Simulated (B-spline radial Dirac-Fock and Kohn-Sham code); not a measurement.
Dipole and non-dipole photoemission parameters of Cu⁺ 3p1/2

System: copper as Cu⁺, [Ar] 3d10; threshold 89.09 eV (orbital energy of the model). Calculated with a radial finite-basis atomic code, using Dirac-Hartree-Slater photoionisation with a Latter tail; cross sections with all multipoles, angular parameters from the dipole term and its interference with E2.

Input of the calculation (task.json; shells as n, l, electrons):

```json
{"items": [{
  "Z": 29,
  "q": 1,
  "cfg": [[1, 0, 2], [2, 0, 2], [2, 1, 6], [3, 0, 2], [3, 1, 6], [3, 2, 10]],
  "A": 63,
  "rrms": 3.8823,
  "do": "xps",
  "hv": [63.7, 71.5, 75.8, 77.0, 100, 154.0, 188.0, 192.0, 300, 400, 509.0, 549.0, 600, 1000, 1720.0, 2040.0, 2130.0, 2860.0, 3530.0, 3890.0, 4230.0, 4770.0, 5414.7, 5700.0, 7910.0, 8047.8, 11900.0, 12000, 12300.0, 12900.0]
}]}
```

Launch: `python xray2_run.py task.json out`

For linearly polarised light dσ/dΩ = σ/(4π) [1 + β P₂(cos θ) + (δ + γ cos²θ) sin θ cos φ], with θ from the polarisation vector and φ the angle between the beam and the projection of the electron momentum on the plane normal to the polarisation.

```tsv
hν (eV)	σ (kb)	β	γ	δ
100	180	0.607	-0.131	0.043
154	214	0.414	0.137	0.038
188	244	0.933	0.182	0.018
192	244	0.972	0.181	0.016
300	201	1.432	0.058	0.000
400	146	1.551	-0.009	-0.001
509	103	1.599	-0.022	0.001
549	90.9	1.608	-0.018	0.001
600	78.2	1.614	-0.008	0.002
1000	28.7	1.592	0.136	0.007
1720	8.04	1.486	0.407	0.019
2040	5.21	1.438	0.506	0.025
2130	4.65	1.425	0.532	0.026
2860	2.11	1.328	0.713	0.041
3530	1.17	1.251	0.844	0.056
3890	0.882	1.213	0.904	0.063
4230	0.690	1.179	0.955	0.071
4770	0.484	1.130	1.029	0.083
5414.7	?	?	?	?
5700	0.282	1.054	1.137	0.103
7910	0.101	0.911	1.328	0.150
8047.8	0.0955	0.903	1.338	0.152
11900	0.0265	0.733	1.540	0.228
12000	0.0258	0.730	1.544	0.230
12300	0.0237	0.719	1.556	0.235
12900	0.0202	0.699	1.579	0.246
```

Question: Give the values at Cr Kα (5414.7 eV).

Answer: σ = 0.330 kb, β = 1.076, γ = 1.106, δ = 0.097.
